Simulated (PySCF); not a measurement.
Radial density of I²⁺ (iodine, charge +2)

UHF, [Kr] 4d10 5s2 5p3, high-spin 4S determinant. Calculation: PySCF 2.14, in aug-cc-pVTZ-DK3; scalar relativity by spin-free X2C-1e.

```json
{"r (bohr)": "0.0268", "4πr²ρ (e/bohr)": "63.99", "4πr²(ρα − ρβ)": "0.0268"}
{"r (bohr)": "0.0451", "4πr²ρ (e/bohr)": "62.57", "4πr²(ρα − ρβ)": "0.0667"}
{"r (bohr)": "0.0759", "4πr²ρ (e/bohr)": "87.75", "4πr²(ρα − ρβ)": "0.0548"}
{"r (bohr)": "0.128", "4πr²ρ (e/bohr)": "70.01", "4πr²(ρα − ρβ)": "-0.0191"}
{"r (bohr)": "0.215", "4πr²ρ (e/bohr)": "72.34", "4πr²(ρα − ρβ)": "0.1355"}
{"r (bohr)": "0.361", "4πr²ρ (e/bohr)": "45.03", "4πr²(ρα − ρβ)": "-0.0003"}
{"r (bohr)": "0.608", "4πr²ρ (e/bohr)": "26.62", "4πr²(ρα − ρβ)": "0.3394"}
{"r (bohr)": "1.02", "4πr²ρ (e/bohr)": "16.53", "4πr²(ρα − ρβ)": "-0.0044"}
{"r (bohr)": "1.72", "4πr²ρ (e/bohr)": "4.434", "4πr²(ρα − ρβ)": "1.7260"}
{"r (bohr)": "2.89", "4πr²ρ (e/bohr)": "1.178", "4πr²(ρα − ρβ)": "0.8501"}
{"r (bohr)": "4.87", "4πr²ρ (e/bohr)": "0.02653", "4πr²(ρα − ρβ)": "0.0229"}
```

Densities and radii are taken from the X2C orbitals without a picture-change correction, which distorts them close to the nucleus.

Task: Where is the radial spin density 4πr²(ρα − ρβ) most negative, and why is it negative at all?

Result: Around r = 0.128 bohr, down to -0.0191 e/bohr: exchange with the open shell polarises the paired shells in an unrestricted calculation.
